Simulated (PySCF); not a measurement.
## AlPb: one state, many levels of theory

State: ⁴Σ⁻ (quartet), unpaired electrons σ ↑, π ↑↑. Set-up: basis Al def2-SVP, Pb def2-SVP with ECP60; scalar-relativistic core potentials; PySCF 2.14. De refers to Al + Pb in their high-spin ground configurations, without counterpoise correction. The functionals are run spin-unrestricted. A positive dipole means Al(−)Pb(+).

```json
{"Level": "UHF", "Re (Å)": "2.788", "ωe (cm⁻¹)": "222", "De (eV)": "1.22", "μ (D)": "-1.69"}
{"Level": "UHF-MP2", "Re (Å)": "2.712", "ωe (cm⁻¹)": "253", "De (eV)": "1.85", "μ (D)": "n/a"}
{"Level": "UHF-SCS-MP2", "Re (Å)": "2.718", "ωe (cm⁻¹)": "249", "De (eV)": "1.64", "μ (D)": "n/a"}
{"Level": "UHF-CCSD", "Re (Å)": "2.739", "ωe (cm⁻¹)": "244", "De (eV)": "1.75", "μ (D)": "n/a"}
{"Level": "UHF-CCSD(T)", "Re (Å)": "2.735", "ωe (cm⁻¹)": "246", "De (eV)": "1.85", "μ (D)": "n/a"}
{"Level": "LDA", "Re (Å)": "2.691", "ωe (cm⁻¹)": "251", "De (eV)": "2.68", "μ (D)": "-0.29"}
{"Level": "PBE", "Re (Å)": "2.742", "ωe (cm⁻¹)": "237", "De (eV)": "2.26", "μ (D)": "-0.08"}
{"Level": "BLYP", "Re (Å)": "2.782", "ωe (cm⁻¹)": "221", "De (eV)": "2.00", "μ (D)": "-0.32"}
{"Level": "r²SCAN", "Re (Å)": "2.720", "ωe (cm⁻¹)": "245", "De (eV)": "2.25", "μ (D)": "-0.31"}
{"Level": "PBE0", "Re (Å)": "2.715", "ωe (cm⁻¹)": "248", "De (eV)": "2.11", "μ (D)": "-0.34"}
{"Level": "HSE06", "Re (Å)": "2.721", "ωe (cm⁻¹)": "246", "De (eV)": "2.13", "μ (D)": "-0.33"}
{"Level": "B2PLYP", "Re (Å)": "2.729", "ωe (cm⁻¹)": "243", "De (eV)": "1.90", "μ (D)": "-0.89"}
```

The bond length runs from 2.691 Å (LDA) to 2.788 Å (UHF). De spans 1.22 eV (UHF, mean field) to 2.68 eV (LDA, local density). Correlation at CCSD(T) changes the Hartree–Fock bond energy by +0.63 eV; the triples alone change it by +0.10 eV.

Correlated steps freeze 9 core orbitals. Correlated levels converge slowly with the basis: in double zeta they bind strong bonds too weakly, by up to about 1 eV, and carry superposition errors of some tenths. Spin–orbit coupling is left out, which matters for elements this heavy, above all for dissociation energies. B2PLYP dipoles, levels and charges come from its SCF part alone. The state was picked by a PBE0 search and need not be the measured ground state.

The whole job (state search and all levels along the bond) took about 1.7 min on 1 thread of Arm Neoverse V1 (shared host), peak memory 0.52 GiB.
